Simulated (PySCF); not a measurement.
C₄H₇FOSi.
Cartesian coordinates in Å at the GFN2-xTB level; atoms count from 1:
```
atom  x, y, z in Å
C1    -1.9942   -0.8260    0.1690
C2    -0.5317   -0.8764   -0.0791
C3     0.3185    0.1642   -0.0298
Si4    2.1823    0.0358   -0.3456
C5    -0.1830    1.4822    0.2902
O6    -1.2726    1.8799    0.5408
F7     0.8534    2.4018    0.2890
H8    -2.1900   -0.4971    1.1901
H9    -2.4664   -0.0857   -0.4765
H10   -2.4575   -1.7955    0.0102
H11   -0.1172   -1.8482   -0.3166
H12    2.5301    0.9138   -1.4592
H13    2.8822    0.4157    0.8791
H14    2.4455   -1.3648   -0.6836
```

Theory: TDDFT PBE0/def2-SVPD, vertical, gas phase, core orbitals frozen in the response (PySCF 2.14.0, density-fitted response routines). GFN2-xTB frequencies show an imaginary mode (28i cm⁻¹), so this geometry is no minimum at that level.

Each state is given a Gaussian of 0.5 eV full width at half maximum, with ε(max) = 2.175×10⁸ f / Δν̃ (Δν̃ the width in cm⁻¹). The width is an assumption, not a result. The curve ends short of the highest state used, and states not computed would add to its high-energy end.

λ (nm), ε (L mol⁻¹ cm⁻¹) and a bar:
```
    172.9       1423 ###
    175.4       1403 ###
    177.9       1111 ###
    180.4        721 ##
    182.9        393 #
    185.3        196 
    187.8        100 
    190.3         81 
    192.8        119 
    195.3        242 #
    197.8        541 #
    200.2       1145 ###
    202.7       2289 #####
    205.2       4073 ##########
    207.7       6412 ###############
    210.2       8955 #####################
    212.7      11157 ##########################
    215.1      12455 ##############################
    217.6      12656 ##############################
    220.1      11703 ############################
    222.6       9910 #######################
    225.1       7730 ##################
    227.5       5666 #############
    230.0       3822 #########
    232.5       2411 ######
    235.0       1430 ###
    237.5        800 ##
    240.0        424 #
    242.4        220 #
    244.9        107 
    247.4         51 
    249.9         24 
    252.4         12 
    254.9          8 
    257.3          6 
    259.8          5 
    262.3          4 
    264.8          4 
    267.3          4 
    269.8          3 
    272.2          3 
    274.7          2 
    277.2          2 
    279.7          1 
    282.2          1 
    284.7          1 
    287.1          1 
    289.6          0 
    292.1          0 
    294.6          0 
    297.1          0 
    299.5          0 
    302.0          0 
    304.5          0 
    307.0          0 
    309.5          0
```

(1) Locate the maxima and give the states behind the curve.

(2) On this curve, what absorbance would a 10⁻⁵ mol/L sample give at 280 nm over a 1 cm path?

(3) Coming from long wavelengths, where does ε first pass 100 L mol⁻¹ cm⁻¹?

Answers

(1) 217 nm (5.72 eV), ε about 13000, made up of S2 (100%); 174 nm (7.13 eV), ε about 1500, made up of S5 (99%) (ε in L mol⁻¹ cm⁻¹; maxima over ε = 5, shares over 10%). The states used: S1 4.76 eV (f 0.0001); S2 5.72 eV (f 0.236); S3 6.26 eV (f 0.0016); S4 6.80 eV (f 0.0001); S5 7.13 eV (f 0.027); S6 7.20 eV (f 0.0000); S7 7.38 eV (f 0.0001); S8 7.77 eV (f 0.0019).

(2) 280 nm is 4.428 eV, where ε is about 1.3 L mol⁻¹ cm⁻¹, so A = ε c l ≈ 1.3e-05 (Beer–Lambert, with the gas-phase spectrum and the assumed width).

(3) At about 245 nm (5.06 eV), 0.30 eV above S1.

One conformer stands for the species.
